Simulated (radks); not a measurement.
The copper ion Cu+, configuration [Ar] 3d10. All-electron calculation, Dirac Kohn-Sham, BLYP, spin-unpolarised, spherical densities, point nucleus. Program: a radial shooting solver on a logarithmic mesh with Libxc functionals.

Normalised radial functions P(r) = r R(r) (large component), r in bohr:

| r | 3p1/2 | 3d3/2 |
|---|---|---|
| 0.00463 | 0.0073 | 0.0000 |
| 0.005934 | 0.0112 | 0.0001 |
| 0.007604 | 0.0172 | 0.0001 |
| 0.009744 | 0.0264 | 0.0002 |
| 0.01249 | 0.0404 | 0.0005 |
| 0.01587 | 0.0607 | 0.0009 |
| 0.02034 | 0.0915 | 0.0019 |
| 0.02607 | 0.1359 | 0.0037 |
| 0.0334 | 0.1977 | 0.0071 |
| 0.0428 | 0.2795 | 0.0136 |
| 0.05485 | 0.3807 | 0.0256 |
| 0.06973 | 0.4895 | 0.0461 |
| 0.08936 | 0.5939 | 0.0819 |
| 0.1145 | 0.6554 | 0.1401 |
| 0.1467 | 0.6248 | 0.2289 |
| 0.188 | 0.4524 | 0.3537 |
| 0.241 | 0.1155 | 0.5124 |
| 0.3063 | -0.3323 | 0.6830 |
| 0.3925 | -0.8122 | 0.8459 |
| 0.503 | -1.1564 | 0.9549 |
| 0.6446 | -1.2435 | 0.9758 |
| 0.826 | -1.0702 | 0.9046 |
| 1.05 | -0.7605 | 0.7733 |
| 1.346 | -0.4344 | 0.6087 |
| 1.724 | -0.1964 | 0.4436 |
| 2.21 | -0.0673 | 0.2963 |
| 2.832 | -0.0164 | 0.1771 |
| 3.629 | -0.0026 | 0.0910 |

3p1/2: eigenvalue -82.483 eV, 1 radial node at r = 0.258 bohr, <r> = 0.743 bohr, 90 % of the charge inside 1.15 bohr. 3d3/2: eigenvalue -13.886 eV, 0 radial nodes, <r> = 1.01 bohr, 90 % of the charge inside 1.83 bohr.
